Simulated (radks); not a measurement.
Values are calculated unless marked as measured or tabulated.
Se22+, 12 electrons, occupied as [Ne] 3s2 (the NIST ground configuration).

Code: a radial shooting solver on a logarithmic mesh with Libxc functionals. Model: Dirac Kohn-Sham, HCTH/407, spin-unpolarised, spherical densities, finite nucleus; Fermi nuclear charge, rms radius 4.14 fm.

Energy parts (hartree):
part                       energy
total                 -2131.53124
kinetic                2189.08997
electron-nucleus      -4641.16973
Hartree                 379.22305
exchange-correlation    -58.67453

Orbitals (lengths in bohr, moments of r in powers of bohr; r(90%) holds 90 % of the orbital's charge):
[
 {"orbital": "1s1/2", "occ.": "2", "eigenvalue (hartree)": "-495.4240", "r(90%)": "0.0788", "small-component weight": "1.52e-02"},
 {"orbital": "2s1/2", "occ.": "2", "eigenvalue (hartree)": "-93.63495", "r(90%)": "0.297", "small-component weight": "3.08e-03"},
 {"orbital": "2p1/2", "occ.": "2", "eigenvalue (hartree)": "-87.98618", "r(90%)": "0.269", "small-component weight": "3.06e-03"},
 {"orbital": "2p3/2", "occ.": "4", "eigenvalue (hartree)": "-86.39835", "r(90%)": "0.274", "small-component weight": "2.99e-03"},
 {"orbital": "3s1/2", "occ.": "2", "eigenvalue (hartree)": "-35.62543", "r(90%)": "0.694", "small-component weight": "1.08e-03"},
 {"orbital": "3p1/2", "occ.": "0", "eigenvalue (hartree)": "-33.73659", "r(90%)": "0.685", "small-component weight": "1.05e-03"},
 {"orbital": "3p3/2", "occ.": "0", "eigenvalue (hartree)": "-33.37161", "r(90%)": "0.692", "small-component weight": "1.04e-03"},
 {"orbital": "4s1/2", "occ.": "0", "eigenvalue (hartree)": "-18.55998", "r(90%)": "1.27", "small-component weight": "5.46e-04"}
]

The highest occupied level is 3s1/2 at -969.42 eV. The electron density at the nucleus is 4.003e+04 e/bohr^3. Summed over all electrons, <r^2> = 0.8192 bohr^2, which gives a Langevin (diamagnetic) susceptibility term of -0.649 x 10^-6 cm^3/mol. The density falls to 0.001 e/bohr^3 at r = 1.15 bohr.
